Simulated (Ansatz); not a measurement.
Geometry optimisation, RKS B3LYP/def2-SVP in Ansatz 0.2.0.

The input (input.yaml):

```yaml
crystal:
  periodic: [false, false, false]
  atoms:
    - { symbol: Si, position_ang: [0.370538, 0.030668, -0.037993] }
    - { symbol: Cl, position_ang: [0.504391, -0.152471, 2.046004] }
    - { symbol: F, position_ang: [1.882254, 0.007723, -0.572593] }
    - { symbol: F, position_ang: [-0.231625, 1.43112, -0.505626] }
    - { symbol: F, position_ang: [-0.346324, -1.224371, -0.714272] }
    - { symbol: "N", position_ang: [-2.454031, 0.011384, 1.01185] }
    - { symbol: H, position_ang: [-3.104597, -0.727283, 0.739352] }
    - { symbol: H, position_ang: [-3.001395, 0.865061, 1.136205] }
    - { symbol: H, position_ang: [-2.06951, -0.241831, 1.942174] }
basis:
  gaussian: { orbitals: def2-SVP }
hamiltonian:
  xc: b3lyp
relax:
  f_tol: 0.03
  max_steps: 50
```

Launched with:

```bash
$ ansatz run input.yaml --threads 2 --pin off --max-ram 3072MiB --backend cpu --events-out ev --progress --plain --runs-dir out
```

Problem. Where does it end, and by what steps?

Solution. It converged. After 12 steps the energy has fallen by 0.373 eV; H7 moved furthest, 0.90 Å. Joined: Si1–N6 (3.01 → 2.11 Å).

```tsv
step	energy less start (eV)	largest force component (eV/Å)	accepted
0	0.0000	1.039	yes
1	-0.0674	1.142	yes
2	-0.1025	1.393	yes
3	-0.1267	0.751	yes
4	-0.1569	1.518	yes
5	-0.2304	0.923	yes
6	-0.3059	0.907	yes
7	-0.3402	0.238	yes
8	-0.3515	0.346	yes
9	-0.3664	0.053	yes
10	-0.3681	0.095	yes
11	-0.3691	0.263	yes
12	-0.3725	0.010	yes
```

```xyz
9
Properties=species:S:1:pos:R:3
Si -0.074 -0.001 0.170
Cl 0.544 0.226 2.151
F 1.404 -0.002 -0.505
F -0.652 1.299 -0.623
F -0.528 -1.478 -0.344
N -2.029 -0.009 0.953
H -2.705 -0.128 0.193
H -2.245 0.867 1.433
H -2.164 -0.774 1.618
```

Whether the end is a true minimum wasn't checked by a vibrational analysis.

Time of the run: 40 s on 2 threads of Arm Neoverse V1, on a shared host, peak memory 0.24 GiB.
